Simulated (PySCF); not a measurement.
Compound: C5H6ClO2 (doublet state).
SMILES with atom numbers: `[CH3:1][C:2]1[CH2:3][O:4][C:5]([OH:6])=[C:7]1[Cl:8]` (hydrogens: H9, H10, H11 on C1; H12, H13 on C3; H14 on O6)

Structure used (GFN2-xTB), in Å, numbered top down from 1:
```xyz
14
C5H6ClO2 angstrom
C     -1.7327    1.1316   -0.2634
C     -0.5091    0.3067   -0.1668
C     -0.4495   -1.0593    0.4486
O      0.9062   -1.4823    0.3259
C      1.6002   -0.4810   -0.2993
O      2.9077   -0.6594   -0.5229
C      0.7795    0.5874   -0.6011
Cl     1.3024    2.0137   -1.3893
H     -2.1523    1.3283    0.7256
H     -1.4967    2.0787   -0.7401
H     -2.5017    0.6236   -0.8498
H     -1.0920   -1.7918   -0.0635
H     -0.7220   -1.0664    1.5149
H      3.1592   -1.5304   -0.1907
```

The hyperfine couplings belong to this conformer and change with its torsions.

The calculation used UKS B3LYP, pcH-1 on C Cl H O, non-relativistic, mean-field spin-orbit, GIAO in PySCF 2.14.0. The structure is a single GFN2-xTB conformer in the gas phase; no vibrational or solvent corrections. Couplings are sensitive to structure, and on GFN2-xTB geometries they can be far from those on DFT ones. The SCF solution wasn't tested for stability.

(1) What is the g tensor, term by term?

(2) What effective moment and Curie constant follow for a powder?

(3) At 9.344 GHz, how far is the centre of the isotropic spectrum from where a free electron (g = 2.002319) resonates?

(4) In a frozen sample, at which fields do the three g values resonate at 9.5, 34, 94 and 263 GHz (hyperfine left aside), and which band first spreads them over more than twice a line width of 0.5 mT?

## Answers

(1) 
| Δg (ppm) | 1 | 2 | 3 |
| --- | --- | --- | --- |
| relativistic mass correction | -191 | -191 | -191 |
| gauge correction | -8 | 42 | 39 |
| orbital Zeeman/spin–orbit | -12 | 1025 | 1530 |
| total | -212 | 876 | 1378 |

So g = 2.00211, 2.00320, 2.00370 and g_iso = 2.00300; the tensor is rhombic: the two nearest values differ by 32 % of g3 − g1. Axes: g2 points within 9° of the C2–C7 bond and g3 points within 11° of the C5–C7 bond.

(2) With the mean of g² = 4.0120 and S(S+1) = 0.75: μ_eff = √(⟨g²⟩S(S+1)) = 1.735 μB and χT = 0.12505·⟨g²⟩·S(S+1) = 0.376 cm³ K/mol (cgs; spin-Hamiltonian part alone).

(3) B = hν/(g μB) with μB/h = 13.99624 MHz/mT gives 333.42 mT for the free electron and 333.30 mT at g_iso, 0.11 mT lower.

(4) 
```tsv
band	GHz	B(g3) mT	B(g2) mT	B(g1) mT	spread mT
X	9.5	338.75	338.84	339.02	0.27
Q	34.0	1212.37	1212.67	1213.33	0.96
W	94.0	3351.85	3352.69	3354.51	2.66
J	263.0	9378.04	9380.39	9385.49	7.44
```

The spread grows in proportion to the frequency. W band is the first where it exceeds 1.0 mT.

The Mulliken spin populations are largest on C2 (+0.61), C5 (+0.41), C7 (-0.16) and C3 (-0.06). The angles at C2 add up to 360.0°, so it is planar.

The HOMO–LUMO gaps are 4.54 eV among the α and 5.59 eV among the β orbitals.
